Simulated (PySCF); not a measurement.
A series of related molecules.

All values: CAM-B3LYP/def2-SVPD (PySCF) at PBE0-D3(BJ)/def2-SVP geometries, gas phase, one conformer each. Core orbitals are frozen in the response; Δα² is half the sum of the squared differences of the principal polarisabilities. The calculation is non-relativistic, for arsenic too.

Question: Rank by mean static polarisability, highest first.
A. `OCC1CC[AsH]CC1`
B. `O=CC1CC[AsH]CC1`
C. `CSC1CC[AsH]CC1`
D. `CNC1CC[AsH]CC1`

Answer: C (18.07 Å³), D (16.20 Å³), A (15.51 Å³), B (15.06 Å³).

Question: Rank by HOMO–LUMO gap, lowest first.
A. `CNC1CC[AsH]CC1`
B. `O=CC1CC[AsH]CC1`
C. `CSC1CC[AsH]CC1`

Answer: B (8.59 eV), C (8.72 eV), A (9.04 eV).

Question: Rank by polarisability anisotropy Δα, highest first.
A. `[CH3:1][NH:2][CH:3]1[CH2:4][CH2:5][AsH:6][CH2:7][CH2:8]1` with C1–N2–C3–C4 -68°, N2–C3–C4–C5 172°, C3–C4–C5–As6 58°, C4–C5–As6–C7 -44°, C5–As6–C7–C8 44°
B. `[CH3:1][S:2][CH:3]1[CH2:4][CH2:5][AsH:6][CH2:7][CH2:8]1` with C1–S2–C3–C4 70°, S2–C3–C4–C5 -176°, C3–C4–C5–As6 -65°, C4–C5–As6–C7 57°, C5–As6–C7–C8 -56°
C. `[OH:1][CH2:2][CH:3]1[CH2:4][CH2:5][AsH:6][CH2:7][CH2:8]1` with H–O1–C2–C3 -178°, O1–C2–C3–C4 -62°, C2–C3–C4–C5 -174°, C3–C4–C5–As6 -58°, C4–C5–As6–C7 45°, C5–As6–C7–C8 -45°

Answer: B (6.36 Å³), A (4.31 Å³), C (3.44 Å³).

All values together:

```json
{"SMILES": "CNC1CC[AsH]CC1", "formula": "C6H14AsN", "μ (D)": "1.21", "HOMO (eV)": "-7.73", "LUMO (eV)": "1.32", "α (Å³)": "16.20", "Δα (Å³)": "4.31", "electrons": "90", "α per electron (Å³)": "0.180", "ΔSCF removal energy (eV)": "8.44"}
{"SMILES": "O=CC1CC[AsH]CC1", "formula": "C6H11AsO", "μ (D)": "2.84", "HOMO (eV)": "-8.24", "LUMO (eV)": "0.35", "α (Å³)": "15.06", "Δα (Å³)": "4.33", "electrons": "88", "α per electron (Å³)": "0.171", "ΔSCF removal energy (eV)": "9.06"}
{"SMILES": "CSC1CC[AsH]CC1", "formula": "C6H13AsS", "μ (D)": "2.04", "HOMO (eV)": "-7.68", "LUMO (eV)": "1.04", "α (Å³)": "18.07", "Δα (Å³)": "6.36", "electrons": "98", "α per electron (Å³)": "0.184", "ΔSCF removal energy (eV)": "8.43"}
{"SMILES": "OCC1CC[AsH]CC1", "formula": "C6H13AsO", "μ (D)": "2.68", "HOMO (eV)": "-7.90", "LUMO (eV)": "1.06", "α (Å³)": "15.51", "Δα (Å³)": "3.44", "electrons": "90", "α per electron (Å³)": "0.172", "ΔSCF removal energy (eV)": "8.69"}
```

Conformers: `[CH3:1][NH:2][CH:3]1[CH2:4][CH2:5][AsH:6][CH2:7][CH2:8]1` with C1–N2–C3–C4 -68°, N2–C3–C4–C5 172°, C3–C4–C5–As6 58°, C4–C5–As6–C7 -44°, C5–As6–C7–C8 44°; `[O:1]=[CH:2][CH:3]1[CH2:4][CH2:5][AsH:6][CH2:7][CH2:8]1` with O1–C2–C3–C4 -3°, C2–C3–C4–C5 173°, C3–C4–C5–As6 64°, C4–C5–As6–C7 -57°, C5–As6–C7–C8 57°; `[CH3:1][S:2][CH:3]1[CH2:4][CH2:5][AsH:6][CH2:7][CH2:8]1` with C1–S2–C3–C4 70°, S2–C3–C4–C5 -176°, C3–C4–C5–As6 -65°, C4–C5–As6–C7 57°, C5–As6–C7–C8 -56°; `[OH:1][CH2:2][CH:3]1[CH2:4][CH2:5][AsH:6][CH2:7][CH2:8]1` with H–O1–C2–C3 -178°, O1–C2–C3–C4 -62°, C2–C3–C4–C5 -174°, C3–C4–C5–As6 -58°, C4–C5–As6–C7 45°, C5–As6–C7–C8 -45°.
